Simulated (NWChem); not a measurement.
System: boron monoxide dimer (B$_{2}$O$_{2}$); SMILES O=BB=O

NWChem input:

```
start job
memory heap 200 mb stack 900 mb global 1100 mb
geometry units angstroms noautosym nocenter noautoz
  O      0.000000     0.000000    -2.025435
  B      0.000000     0.000000    -0.826223
  B      0.000000     0.000000     0.826223
  O      0.000000     0.000000     2.025435
end
basis spherical
  * library 6-31g*
end
dft
  xc xpbe96 cpbe96
  iterations 150
end
tddft
  cis
  nroots 6
  notriplet
end
task tddft energy
```

Output (shortened):

```
             Northwest Computational Chemistry Package (NWChem) 7.3.0
             --------------------------------------------------------

                             Geometry "geometry" -> ""
                             -------------------------

 Output coordinates in angstroms (scale by  1.889725989 to convert to a.u.)

  No.       Tag          Charge          X              Y              Z
 ---- ---------------- ---------- -------------- -------------- --------------
    1 O                    8.0000     0.00000000     0.00000000    -2.02543500
    2 B                    5.0000     0.00000000     0.00000000    -0.82622300
    3 B                    5.0000     0.00000000     0.00000000     0.82622300
    4 O                    8.0000     0.00000000     0.00000000     2.02543500

 Effective nuclear repulsion energy (a.u.)      66.5136065449

  pbe96 is a nonlocal functional; adding pw91lda local functional.

                                 NWChem DFT Module
                                 -----------------

 Summary of "ao basis" -> "ao basis" (spherical)
 ------------------------------------------------------------------------------
       Tag                 Description            Shells   Functions and Types
 ---------------- ------------------------------  ------  ---------------------
 O                           6-31g*                  6       14   3s2p1d
 B                           6-31g*                  6       14   3s2p1d

            General Information
            -------------------
          SCF calculation type: DFT
          Wavefunction type:  closed shell.
          No. of atoms     :     4
          No. of electrons :    26
           Alpha electrons :    13
            Beta electrons :    13
          Charge           :     0
          Spin multiplicity:     1
          Use of symmetry is: off; symmetry adaption is: off
          Maximum number of iterations: 150
          AO basis - number of functions:    56
                     number of shells:    24
          Convergence on energy requested:  1.00D-06
          Convergence on density requested:  1.00D-05
          Convergence on gradient requested:  5.00D-04

              XC Information
              --------------
          PerdewBurkeErnzerhof Exchange Functional  1.000
            Perdew 1991 LDA Correlation Functional  1.000 local
           PerdewBurkeErnz. Correlation Functional  1.000 non-local

             Grid Information
             ----------------
          Grid used for XC integration:  medium
          Radial quadrature: Mura-Knowles
          Angular quadrature: Lebedev.
          Tag              B.-S. Rad. Rad. Pts. Rad. Cut. Ang. Pts.
          ---              ---------- --------- --------- ---------
          O                   0.60       49          10.0       434
          B                   0.85       49           7.0       434
          Grid pruning is: on
          Number of quadrature shells:   196
          Spatial weights used:  Erf1

      Superposition of Atomic Density Guess
      -------------------------------------

 Sum of atomic energies:        -198.56088145

      Non-variational initial energy
      ------------------------------

 Total energy =    -199.573877
 1-e energy   =    -402.363065
 2-e energy   =     136.275581
 HOMO         =      -0.522939
 LUMO         =      -0.014882

[...]

                                NWChem TDDFT Module
                                -------------------

            General Information
            -------------------
           No. of orbitals :     112
            Alpha orbitals :      56
             Beta orbitals :      56
        Alpha frozen cores :       0
         Beta frozen cores :       0
     Alpha frozen virtuals :       0
      Beta frozen virtuals :       0
         Spin multiplicity :       1
    Number of AO functions :      56
        Use of symmetry is : off
      Symmetry adaption is : off
         Schwarz screening :  0.10D-07

              XC Information
              --------------
   PerdewBurkeErnzerhof Exchange Functional   1.00
     Perdew 1991 LDA Correlation Functional   1.00 local
    PerdewBurkeErnz. Correlation Functional   1.00 non-local

             TDDFT Information
             -----------------
          Calculation type : Tamm-Dancoff TDDFT
         Wavefunction type : Restricted singlets
          No. of electrons :      26
           Alpha electrons :      13
            Beta electrons :      13
              No. of roots :       6
          Max subspacesize :    5200
            Max iterations :     100
               Target root :       1
           Target symmetry : none
      Symmetry restriction : off
                 Algorithm : Optimal
        Davidson threshold :  0.10D-03

    6 smallest eigenvalue differences (eV)
--------------------------------------------------------
  No. Spin  Occ  Vir  Irrep   E(Occ)    E(Vir)   E(Diff)
--------------------------------------------------------
    1    1   13   14 a        -0.335    -0.107     6.201
    2    1   13   15 a        -0.335    -0.107     6.201
    3    1   12   14 a        -0.335    -0.107     6.201
    4    1   12   15 a        -0.335    -0.107     6.201
    5    1   11   14 a        -0.354    -0.107     6.736
    6    1   10   14 a        -0.354    -0.107     6.736
--------------------------------------------------------

  Entering Davidson iterations
  Restricted singlet excited states

  Iter   NTrls   NConv    DeltaV     DeltaE      Time
  ----  ------  ------  ---------  ---------  ---------
    1      6       1     0.37E+00   0.10+100        0.3
    2     11       3     0.59E-01   0.16E+00        0.3
    3     14       5     0.59E-01   0.47E-01        0.2
    4     15       5     0.13E-01   0.36E-02        0.2
    5     16       5     0.15E-02   0.19E-03        0.2
    6     17       5     0.12E-03   0.15E-05        0.2
    7     18       6     0.91E-04   0.12E-07        0.2
  ----  ------  ------  ---------  ---------  ---------
  Convergence criterion met

  Ground state a        -199.997066012943 a.u.

  ----------------------------------------------------------------------------
  Root   1 singlet a              0.227864805 a.u.                6.2005 eV
  ----------------------------------------------------------------------------
     Transition Moments    X  0.00000   Y -0.00000   Z  0.00000
     Dipole Oscillator Strength                    0.0000000000
     Electric Quadrupole                           0.0000000000
     Magnetic Dipole                               0.0000000000
     Total Oscillator Strength                     0.0000000000

     Occ.   12  a   ---  Virt.   14  a        0.70710
     Occ.   13  a   ---  Virt.   15  a       -0.70710
  ----------------------------------------------------------------------------
  Root   2 singlet a              0.234648534 a.u.                6.3851 eV
  ----------------------------------------------------------------------------
     Transition Moments    X -0.00000   Y  0.00000   Z -0.00000
     Dipole Oscillator Strength                    0.0000000000
     Electric Quadrupole                           0.0000000000
     Magnetic Dipole                               0.0000000000
     Total Oscillator Strength                     0.0000000000

     Occ.   12  a   ---  Virt.   14  a       -0.70694
     Occ.   13  a   ---  Virt.   15  a       -0.70694
  ----------------------------------------------------------------------------
  Root   3 singlet a              0.234648535 a.u.                6.3851 eV
  ----------------------------------------------------------------------------
     Transition Moments    X  0.00000   Y  0.00000   Z -0.00000
     Dipole Oscillator Strength                    0.0000000000
     Electric Quadrupole                           0.0000000000
     Magnetic Dipole                               0.0000000000
     Total Oscillator Strength                     0.0000000000

     Occ.   12  a   ---  Virt.   15  a        0.70694
     Occ.   13  a   ---  Virt.   14  a       -0.70694
  ----------------------------------------------------------------------------
  Root   4 singlet a              0.247529552 a.u.                6.7356 eV
  ----------------------------------------------------------------------------
     Transition Moments    X  0.00000   Y -0.00000   Z -0.00000
     Dipole Oscillator Strength                    0.0000000000
     Electric Quadrupole                           0.0000000000
     Magnetic Dipole                               0.0000000000
     Total Oscillator Strength                     0.0000000000

     Occ.   10  a   ---  Virt.   15  a        0.70709
     Occ.   11  a   ---  Virt.   14  a       -0.70709
  ----------------------------------------------------------------------------
  Root   5 singlet a              0.254358850 a.u.                6.9215 eV
  ----------------------------------------------------------------------------
     Transition Moments    X  0.00000   Y -0.00000   Z  0.00000
     Dipole Oscillator Strength                    0.0000000000
     Electric Quadrupole                           0.0000000315
     Magnetic Dipole                               0.0000000000
     Total Oscillator Strength                     0.0000000315

[...]
```

Level: PBE/6-31G* (spherical d), TDA. The geometry was optimised at PBE0/def2-SVP.
